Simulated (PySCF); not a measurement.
**IrOI at several levels of theory**

All levels use the PBE0 minimum (triplet; Ir–I 2.518 Å, Ir–O 1.685 Å; I–Ir–O 119.1°), basis [Ir def2-SVP with ECP60, O def2-SVP, I def2-SVP with ECP28], scalar-relativistic core potentials, density fitting, no spin–orbit coupling, PySCF. For vertical energies the ionised species is a quartet (spins chosen at PBE0 and kept) and the electron-attached one a doublet. Atomisation goes to high-spin ground-configuration atoms, without zero-point energy. Open shells are unrestricted, also as the reference of the correlated levels. A dash marks a value that was not computed or is not defined at that level.

```json
{"level": "PBE0", "atomisation (kJ/mol)": "702", "vertical IP (eV)": "9.22", "vertical EA (eV)": "2.44", "−ε(HOMO) (eV)": "7.10", "dipole (D)": "1.95"}
{"level": "HF", "atomisation (kJ/mol)": "129", "vertical IP (eV)": "8.40", "vertical EA (eV)": "1.73", "−ε(HOMO) (eV)": "9.76", "dipole (D)": "3.21"}
{"level": "MP2", "atomisation (kJ/mol)": "–", "vertical IP (eV)": "9.55", "vertical EA (eV)": "2.97", "−ε(HOMO) (eV)": "–", "dipole (D)": "–"}
{"level": "PBE", "atomisation (kJ/mol)": "834", "vertical IP (eV)": "8.98", "vertical EA (eV)": "2.32", "−ε(HOMO) (eV)": "5.59", "dipole (D)": "1.56"}
{"level": "r2SCAN", "atomisation (kJ/mol)": "–", "vertical IP (eV)": "?", "vertical EA (eV)": "?", "−ε(HOMO) (eV)": "?", "dipole (D)": "?"}
{"level": "B3LYP", "atomisation (kJ/mol)": "?", "vertical IP (eV)": "?", "vertical EA (eV)": "?", "−ε(HOMO) (eV)": "?", "dipole (D)": "?"}
```

Problem. Fill in the row of r2SCAN.

Solution. vertical IP (eV) 9.06, vertical EA (eV) 2.39, −ε(HOMO) (eV) 6.06, dipole (D) 1.75.

Problem. Fill in the row of B3LYP.

Solution. atomisation (kJ/mol) 688, vertical IP (eV) 9.20, vertical EA (eV) 2.46, −ε(HOMO) (eV) 6.79, dipole (D) 1.84.

Spin contamination in at least one species weakens the values at: HF, MP2.

Without diffuse functions attachment energies tend to come out too low.

Open d and f shells are described by one determinant, and the ground state may have another occupation or spin. With an element this heavy the missing spin–orbit coupling can shift these numbers.
